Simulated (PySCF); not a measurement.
Compound: C₆H₁₁N.
Numbering: `[CH3:1][NH:2][C@@H:3]1[CH2:4][C:5]12[CH2:6][CH2:7]2` (hydrogens: H8, H9, H10 on C1; H11 on N2; H12 on C3; H13, H14 on C4; H15, H16 on C6; H17, H18 on C7)

Geometry (GFN2-xTB, Å), atoms numbered from 1 in this order:
```
atom  x, y, z in Å
C1     2.6797    0.3912   -0.1669
N2     1.2978    0.6401   -0.5342
C3     0.3662    0.2969    0.4943
C4    -0.0922   -1.1429    0.7315
C5    -1.0062   -0.1244    0.1568
C6    -1.9197   -0.0269   -1.0029
C7    -2.3872    0.3541    0.3840
H8     3.3218    0.6847   -0.9953
H9     2.9237    1.0074    0.6988
H10    2.8859   -0.6583    0.0874
H11    1.0664    0.1377   -1.3864
H12    0.5094    0.9135    1.3768
H13    0.2879   -1.9111    0.0711
H14   -0.2530   -1.4802    1.7454
H15   -1.7574    0.7643   -1.7205
H16   -2.3058   -0.9383   -1.4374
H17   -2.5416    1.4011    0.6008
H18   -3.0845   -0.3025    0.8850
```

Theory: TDDFT CAM-B3LYP/def2-SVPD, vertical, gas phase, core orbitals frozen in the response (PySCF).

Computed states:

| state | E (eV) | f |
| --- | --- | --- |
| S1 | 5.98 | 0.0066 |
| S2 | 6.50 | 0.0049 |
| S3 | 6.97 | 0.018 |
| S4 | 7.08 | 0.030 |
| S5 | 7.46 | 0.017 |
| S6 | 7.74 | 0.040 |
| S7 | 7.83 | 0.011 |
| S8 | 8.11 | 0.0019 |

Broadening: Gaussians 0.25 eV wide at half height, area fixed by f = 4.319×10⁻⁹ ∫ε dν̃. The width is an assumption, not a result. The curve ends short of the highest state used, and states not computed would add to its high-energy end.

(1) Give the broadened spectrum and its maxima.

(2) Coming from long wavelengths, where does ε first pass 100 L mol⁻¹ cm⁻¹?

(3) On this curve, what absorbance would a 10⁻³ mol/L sample give at 193 nm over a 1 cm path?

Answers

(1) 
(λ (nm), ε (L mol⁻¹ cm⁻¹)): (165.1, 2117), (166.2, 2015), (167.2, 1775), (168.2, 1404), (169.2, 1075), (170.2, 991), (171.3, 1333), (172.3, 2038), (173.3, 2970), (174.3, 3874), (175.4, 4523), (176.4, 4621), (177.4, 4245), (178.4, 3526), (179.4, 2658), (180.5, 1743), (181.5, 1075), (182.5, 608), (183.5, 328), (184.5, 196), (185.6, 171), (186.6, 220), (187.6, 308), (188.6, 406), (189.7, 492), (190.7, 525), (191.7, 506), (192.7, 441), (193.7, 349), (194.8, 243), (195.8, 160), (196.8, 101), (197.8, 68), (198.9, 62), (199.9, 85), (200.9, 136), (201.9, 216), (202.9, 320), (204.0, 450), (205.0, 564), (206.0, 653), (207.0, 701), (208.1, 696), (209.1, 640), (210.1, 549), (211.1, 439), (212.1, 329), (213.2, 223), (214.2, 146), (215.2, 90), (216.2, 53), (217.2, 29), (218.3, 14), (219.3, 7), (220.3, 3), (221.3, 1)

Maxima: 207 nm (5.98 eV), ε about 710, made up of S1 (100%); 191 nm (6.50 eV), ε about 530, made up of S2 (100%); 176 nm (7.04 eV), ε about 4600, made up of S3 (34%) and S4 (66%) (ε in L mol⁻¹ cm⁻¹; maxima over ε = 5, shares over 10%). At its high-energy end, 7.51 eV, the curve is still rising (ε about 2100, from S5 and S6).

(2) At about 215 nm (5.77 eV), 0.21 eV below S1.

(3) 193 nm is 6.424 eV, where ε is about 410 L mol⁻¹ cm⁻¹, so A = ε c l ≈ 0.41 (Beer–Lambert, with the gas-phase spectrum and the assumed width).

One conformer stands for the species.
